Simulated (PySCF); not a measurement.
Ge(F)2(Cl)(Me), SMILES [CH3][Ge]([F])([F])[Cl] (B3LYP/def2-SVP optimised geometry):

```
8

C     -0.671     0.623     0.000
Ge     0.033    -1.175     0.000
F      1.765    -1.175     0.000
F     -0.390    -2.016    -1.454
Cl    -0.604    -2.394     1.648
H     -0.406     1.118     0.945
H     -1.765     0.583    -0.101
H     -0.238     1.175    -0.846
```

Method: B3LYP/def2-TZVP (PySCF).

Problem. What are the frontier orbital energies and the dipole moment?

Solution. HOMO-2 -10.05 eV, HOMO-1 -9.44 eV, HOMO -9.33 eV, LUMO -1.04 eV, LUMO+1 0.57 eV; dipole moment 3.36 D.

On the same geometry PySCF with PBE/def2-TZVP gives HOMO-2 -8.77 eV, HOMO-1 -8.23 eV, HOMO -8.15 eV, LUMO -1.73 eV, LUMO+1 -0.11 eV; dipole moment 3.24 D.

Meta-Löwdin charges at B3LYP/def2-TZVP: C1 -0.56, Ge2 1.37, F3 -0.49, F4 -0.49, Cl5 -0.28, H6 0.15, H7 0.15, H8 0.15.
